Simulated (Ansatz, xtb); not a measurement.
Isomers of C4H6OSSi in order of energy

6 gas-phase structures of C4H6OSSi, from a drawn sample of its isomers (lower ones may exist). Each was relaxed with GFN2-xTB:

A. `OC1=CC=C[Si@@H]1S`, a singlet
B. `O[Si]1(S)C=CC=C1`, a singlet
C. `OC1=C[SiH2]C(S)=C1`, a singlet
D. `OC1=CC=C(S)[SiH2]1`, a singlet
E. `O[Si@@H]1C=CC=C1S`, a singlet
F. `OC1=C[Si@@H](S)C=C1`, a singlet

Question: Make a reasoned guess at their ranking by r2SCAN-D4/def2-SVP//GFN2-xTB single-point energy.

Answer: Calculated order at r2SCAN-D4/def2-SVP//GFN2-xTB: B (0.000), E (0.899), F (1.086), A (1.277), C (2.031), D (2.372) eV.

Energies above the lowest of each column, in eV; the last columns are at r2SCAN-D4/def2-SVP geometries and were run for some of them only (a dash: not run or not comparable):

| structure | GFN2-xTB | HF/STO-3G | r2SCAN-D4/def2-SVP//GFN2-xTB | r2SCAN-D4/def2-SVP | CCSD(T)/def2-SVP + ΔMP2/def2-TZVPP |
| --- | --- | --- | --- | --- | --- |
| B | 0.000 | 0.000 | 0.000 | 0.000 | 0.000 |
| E | 0.404 | 0.577 | 0.899 | 0.908 | 0.986 |
| F | 0.906 | 0.352 | 1.086 | 1.145 | 1.474 |
| A | 1.027 | 0.509 | 1.277 | – | – |
| C | 1.443 | 0.925 | 2.031 | – | – |
| D | 1.645 | 1.143 | 2.372 | – | – |

Every level run on B puts it lowest or level with the lowest. Some further structures that were screened fall inside this span and aren't listed. Flexible structures stand in one conformer each, not always the lowest. Frequencies (GFN2-xTB) were run for B, E, F alone. The ΔMP2 step shifts differences by up to 0.221 eV, which makes them less sure. ΔMP2 is the change of the MP2 energy from the smaller to the larger basis.

Over these structures GFN2-xTB departs from r2SCAN-D4/def2-SVP//GFN2-xTB by 0.230 eV on average once a common shift is removed. A GFN2-xTB relaxation took about 0.35 s and the r2SCAN-D4/def2-SVP//GFN2-xTB energy about 8.5 s on a shared host (Ansatz 0.2.0, xtb 6.7.1).
